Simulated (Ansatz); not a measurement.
B2Cl2F2H2S2, SMILES `F[B@-]1(Cl)[SH+][B@@-](F)(Cl)[SH+]1`. Total charge 0; spin multiplicity 1. The geometry is a stationary point of PBE0-D4/def2-TZVP.

```xyz
10

F     2.075    0.824   -0.759
B     0.824    0.385   -0.985
Cl    0.256    0.321   -2.683
S    -0.515    1.398    0.116
B    -1.085   -0.452    0.644
F    -1.138   -0.585    1.981
Cl   -2.541   -0.906   -0.298
S     0.510   -1.399   -0.121
H     0.309    1.566    1.168
H     1.305   -1.153    0.938
```

(1) What is the dipole moment at B3LYP/def2-TZVPP? (Estimate.)

(2) And with PBE, r2SCAN, ωB97M-V? (Estimate.)

(3) Give the Mulliken charges with B3LYP, ωB97M-V, r2SCAN in def2-TZVPP. (Estimate.)

## Answers

(1) The calculation gave: 2.52 D, with components (1.51, 0.39, 1.98) D in this frame, pointing from negative to positive charge.

(2) Computed: PBE 2.49 D, r2SCAN 2.62 D, ωB97M-V 2.56 D.

(3) The calculation gave: 
```
atom  B3LYP  ωB97M-V  r2SCAN
  F1  -0.25    -0.23   -0.26
  B2   0.33     0.18    0.32
 Cl3  -0.17    -0.12   -0.17
  S4  -0.03     0.03    0.00
  B5   0.33     0.18    0.32
  F6  -0.25    -0.23   -0.26
 Cl7  -0.17    -0.12   -0.17
  S8  -0.03     0.03    0.00
  H9   0.12     0.14    0.11
 H10   0.12     0.14    0.11
```

B3LYP here is the variant with VWN-RPA as its local correlation; programs differ in this.
